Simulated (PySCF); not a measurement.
H₄S₄Si, SMILES S[Si](S)(S)S at its CAM-B3LYP/def2-SVP optimised geometry (Å):

```
9

S      1.4844    -1.1146     0.0000
Si    -0.6545    -1.1146     0.0000
S     -1.2510    -2.0739    -1.8161
S     -1.2516    -2.0737     1.8160
S     -1.5994     0.8042     0.0000
H      1.5994    -0.6440    -1.2608
H     -2.5649    -1.7993    -1.6655
H     -0.4243    -3.1308     1.6657
H     -1.2299     1.1146     1.2615
```

Level of theory: CAM-B3LYP/def2-TZVP (PySCF 2.14.0). Cells within 0.4 Å of a nucleus heavier than hydrogen are left out (blank, or x).

Map of the deformation density (molecule minus spherical neutral atoms) (e/bohr³) on the plane z = 0.0 Å:

```
|33333333333333333333333333333|
|33333333333333333333333333333|
|33333333333333333333333333333|
|33333333333333333333333333333|
|33333222222333333333333333333|
|33332222222233333333333333333|
|33322222222223333333333333333|
|33322222222333333333333333333|
|33322222223333333333333333333|
|33333332234333322233333333333|
|33333454xx5433322223333333333|
|33333575xx4433222223333333333|
|33333577xx4443222223333233333|
|33333456567643222233332222333|
|33333345689853223333332222233|
|33333334589742234434432222233|
|33322223355421356544532222223|
|33222222112xx247864xx32222223|
|32222221001xxx5897xxx32222223|
|32222221001xx247875xx53222223|
|32222222111100245567863322233|
|32222222222100133455543322333|
|33222222222111123334433333333|
|33222222222211222333333333333|
|33322222222222222233333333333|
|33332222222222222233333333333|
|33333222222222222233333333333|
|33333332222222222233333333333|
|33333333322222222333333333333|
```
Scale: ten equal steps from -0.018 (start of '0') to 0.040 (end of '9'), in the order '0123456789'; x runs from -4.00 to 4.00, y from -4.00 (bottom) to 4.00 (top).
